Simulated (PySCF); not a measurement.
3-fluoro-3-methylbut-1-yne (C5H7F), SMILES C#CC(C)(C)F. Heavy atoms are numbered as in [CH:1]#[C:2][C:3]([CH3:4])([CH3:5])[F:6]. Hydrogens are named by the atom that carries them.

Geometry optimised at TPSSh-D3(BJ)/def2-SVP.

Method: B3LYP/def2-TZVP (PySCF).

Atomic charges (e), one atom of each kind:

```tsv
atom	IAO	Mulliken
C1 (CH)	-0.23	-0.06
C2	-0.04	-0.10
C3	0.33	0.15
C4 (CH3)	-0.41	-0.32
F6	-0.34	-0.24
H on C1	0.20	0.19
H on C4	0.16	0.13
```

Computed Mayer and Wiberg (Löwdin basis) orders of the bonds:
```csv
bond,Mayer,Wiberg
C1–C2,2.84,2.95
C2–C3,1.16,1.16
C3–C4,0.98,1.18
C3–C5,0.98,1.18
C3–F6,1.04,1.51
```
